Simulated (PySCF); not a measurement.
**Exercise with solution: oscillator strength and radiative lifetime**

Ga(Et)(vinyl)(OMe) (C5H11GaO), SMILES C=[CH][Ga]([CH2]C)[O]C.

The structure is a stationary point at B3LYP-D3(BJ)/def2-SVP. One conformer was computed; it need not be the lowest.

TDA-ωB97X/def2-SVPD in PySCF 2.14.0 puts the first singlet state with f over 0.02 at 6.46 eV (vertical), with the transition dipole (-0.345, 1.214, 0.000) in atomic units.

Problem. Find the oscillator strength, the wavelength and the radiative lifetime that this transition would have in vacuum if emission retraced absorption.

Solution. 
|μ|² = 1.5928 au, so |μ| = 3.21 D. ΔE = 6.46/27.211 = 0.2374 hartree. f = (2/3) ΔE |μ|² = 0.252 (the program prints 0.252).
λ = 1239.84/6.46 = 192 nm; ν = 52103 cm⁻¹.
Einstein's coefficient A = 0.6670 ν² f s⁻¹ (ν in cm⁻¹) = 4.6e8 s⁻¹, so τ = 1/A = 2.2 ns. This state is S3; the lower singlets have f = 0.000, 0.002. The figure is the radiative limit of this one transition; relaxation, internal conversion, crossing to triplets and a medium change what is measured.
